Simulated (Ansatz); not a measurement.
## Cost against result

Saddle point of AlSiH$_{8}$O$_{3}$, doublet (AlSiH₄O ([AlH][O][SiH3]) + H₂O + H₂O → SiH₄O ([OH][SiH3]) + AlH₂O ([OH][AlH]) + H₂O (still joined by a long Al–O bond); bonds formed: O2–H7, H5–O8; dative contacts that become bonds: Al1–O6; bonds broken: H5–O6, H7–O8; bonds weakened to dative contacts: Al1–O2), PBE0-D4/def2-TZVP structure:

Al1  (-1.178, 0.837, -0.911)
O2  (-0.067, -0.497, -0.208)
Si3  (-0.330, -2.123, -0.046)
H4  (-2.543, 0.844, -0.054)
H5  (0.955, 1.684, 0.304)
O6  (-0.101, 2.200, -0.331)
H7  (0.903, 0.069, 0.299)
O8  (1.626, 0.906, 0.699)
H9  (0.937, -2.841, -0.340)
H10  (-1.383, -2.529, -1.008)
H11  (-0.759, -2.443, 1.339)
H12  (-0.516, 2.978, 0.045)
H13  (2.456, 0.915, 0.212)
(Å)

Barriers are electronic and count from the start structure reached by relaxing down the imaginary mode. Spin–orbit coupling is left out.

Ansatz 0.2.0; basis: as named in each row; cores frozen in the correlated methods; orbitals are unrestricted. B3LYP uses VWN-RPA correlation. Extrapolation: Hartree–Fock as exp(−7.88 √X), correlation as X^−2.97.

Times are rough, for one single point on 4 threads of a shared host (AMD EPYC 7R13), with one NVIDIA H100 (or a share of it) where marked.

The estimate by CCSD(T) at an estimated basis limit (MP2 extrapolated from triple and quadruple zeta, plus CCSD(T) − MP2 in triple zeta) is 9.31 kcal/mol.

```
      method       basis   time (s)  barrier (kcal/mol)  method less estimate
          HF      STO-3G    under 1               -8.16                -17.47
      PBE-D4      STO-3G    under 1              -25.93                -35.23
       SPW92    def2-SVP    under 1               -2.22                -11.53
    B3LYP-D4       6-31G          1               -0.58                 -9.89
      PBE-D4    def2-SVP          2                2.93                 -6.38
     PBE0-D4    def2-SVP          2                5.04                 -4.26
       SPW92  def2-TZVPP          2               -0.13                 -9.44
     BLYP-D4  def2-TZVPP          4                6.52                 -2.79
      PBE-D4  def2-TZVPP          4                4.90                 -4.41
   r2SCAN-D4  def2-TZVPP          6                5.86                 -3.45
     wB97M-V    def2-SVP          7                6.86                 -2.45
    B3LYP-D4  def2-TZVPP          7                7.79                 -1.51
     PBE0-D4  def2-TZVPP          8                6.78                 -2.53
    BHLYP-D4  def2-TZVPP          8               10.16                  0.85
CAM-B3LYP-D4  def2-TZVPP          8                7.60                 -1.71
      B2PLYP  def2-TZVPP          9                8.49                 -0.82
    PBE-QIDH  def2-TZVPP          9                8.06                 -1.25
  RPA on PBE  def2-TZVPP         10                8.87                 -0.44
  r2SCAN0-D4  def2-TZVPP         11                7.23                 -2.08
      B97M-V  def2-TZVPP         12               10.24                  0.93
     wB97X-V  def2-TZVPP         14                8.40                 -0.91
     wB97M-V  def2-TZVPP         15                8.96                 -0.35
         MP2  def2-QZVPP  16 (H100)                8.13                 -1.17
     CCSD(T)    def2-SVP         24                8.88                 -0.43
     CCSD(T)  def2-TZVPP  25 (H100)                9.05                 -0.26
```

All methods are single points on the PBE0-D4 structures; a negative value means that the method puts the saddle structure below the start.

The T1 diagnostic stays at or below 0.013. ⟨S²⟩ of the unrestricted Hartree–Fock references: 0.75 (a pure state has 0.75).

Labels in which every atom is bracketed show which atoms are joined, not bond orders.
